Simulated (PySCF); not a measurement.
C₈H₁₁AlS.
Numbering: `[cH:1]1[cH:2][s:3][c:4]([C@H:5]2[CH2:6][CH2:7][CH2:8][AlH:9]2)[cH:10]1` (hydrogens: H11 on C1; H12 on C2; H13 on C5; H14, H15 on C6; H16, H17 on C7; H18, H19 on C8; H20 on Al9; H21 on C10)

Computed by this run: PBE0-D3(BJ)/def2-SVP geometry optimisation, gas phase in PySCF 2.14.0; density fitting, grid level 1; the optimiser is geomeTRIC in internal coordinates, started from a GFN2-xTB structure.

At the end of the run (lengths in Å): Al9–H20 1.586, C5–Al9 2.005, C8–Al9 1.973, C2–H12 1.088, C1–C2 1.366, C1–H11 1.092, C10–H21 1.091, C4–C5–Al9 92.5°, C4–C5–C6 117.0°, C6–C5–Al9 101.3°, C7–C8–Al9 100.1°, S3–C4–C5–C6 -50°, C4–C5–C6–C7 127°, C5–C6–C7–C8 -51°, H20–Al9–C8–C7 152°, H20–Al9–C5–C4 64°.

Question: These geometries were met on the way; a selection of coordinates is given. Order them by energy above the end point, lowest first.
A. Al9–H20 1.536, C5–Al9 2.044, C8–Al9 1.999, C2–H12 1.071, C1–C2 1.350, C1–H11 1.076, C10–H21 1.076, C4–C5–Al9 87.9°, C4–C5–C6 114.3°, C6–C5–Al9 99.2°, C7–C8–Al9 98.0°, S3–C4–C5–C6 -51°, C4–C5–C6–C7 127°, C5–C6–C7–C8 -58°, H20–Al9–C8–C7 167°, H20–Al9–C5–C4 53°
B. Al9–H20 1.584, C5–Al9 2.007, C8–Al9 1.973, C2–H12 1.088, C1–C2 1.365, C1–H11 1.091, C10–H21 1.091, C4–C5–Al9 90.8°, C4–C5–C6 117.1°, C6–C5–Al9 100.7°, C7–C8–Al9 100.2°, S3–C4–C5–C6 -49°, C4–C5–C6–C7 128°, C5–C6–C7–C8 -52°, H20–Al9–C8–C7 157°, H20–Al9–C5–C4 60°
C. Al9–H20 1.595, C5–Al9 2.020, C8–Al9 1.978, C2–H12 1.089, C1–C2 1.366, C1–H11 1.093, C10–H21 1.092, C4–C5–Al9 90.4°, C4–C5–C6 117.4°, C6–C5–Al9 101.5°, C7–C8–Al9 102.0°, S3–C4–C5–C6 -50°, C4–C5–C6–C7 129°, C5–C6–C7–C8 -52°, H20–Al9–C8–C7 160°, H20–Al9–C5–C4 56°

Answer: B (0.005 eV), C (0.023 eV), A (0.256 eV).

| step | E above end (eV) | rms distance from the end, all atoms (Å) | largest force (eV/Å) | rms shift of all bonds from the end (Å) |
| --- | --- | --- | --- | --- |
| 4 | 0.005 | 0.060 | 0.091 | 0.001 |
| 1 | 0.023 | 0.086 | 0.249 | 0.004 |
| 0 | 0.256 | 0.135 | 0.856 | 0.018 |

Rows stand in the order of the answer.
